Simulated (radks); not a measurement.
Results of a calculation; reference values are marked as such.
Species: Nb VIII. Configuration: [Ar] 3d10 4s1.75 4p4 4d0.25 (fractional occupations, a model configuration). Level of theory: Dirac Kohn-Sham, PBEsol, spin-unpolarised, spherical densities, point nucleus; open shells fill j = l - 1/2 first (a radial shooting solver on a logarithmic mesh with Libxc functionals). Some entries of the table are withheld. Estimate them.

orbital,occ.,eigenvalue (hartree),<1/r> (bohr^-1),<r> (bohr)
1s1/2,2,-694.5575,42.38,0.03611
2s1/2,2,-100.6490,9.622,0.1578
2p1/2,2,-92.72598,9.599,0.1346
2p3/2,4,-89.20838,9.163,0.1391
3s1/2,2,-20.09957,3.280,0.4424
3p1/2,2,-17.11585,3.179,0.4376
3p3/2,4,-16.54269,3.075,0.4480
3d3/2,4,-11.27245,2.884,0.4284
3d5/2,6,-11.16516,2.857,0.4318
4s1/2,1.75,-5.76491,1.261,1.086
4p1/2,2,-4.86333,(1),(2)
4p3/2,2,-4.76431,(3),(4)
4d3/2,0.25,-3.34173,0.9611,1.365
4d5/2,0,-3.32701,0.9559,1.371
5s1/2,0,-2.54037,0.6191,2.193
5p1/2,0,(5),0.5742,(6)
5p3/2,0,(7),0.5652,(8)

Answer. 
(1) 4p1/2 <1/r> (bohr^-1): 1.170
(2) 4p1/2 <r> (bohr): 1.156
(3) 4p3/2 <1/r> (bohr^-1): 1.144
(4) 4p3/2 <r> (bohr): 1.176
(5) 5p1/2 eigenvalue (hartree): -2.22420
(6) 5p1/2 <r> (bohr): 2.364
(7) 5p3/2 eigenvalue (hartree): -2.19427
(8) 5p3/2 <r> (bohr): 2.395
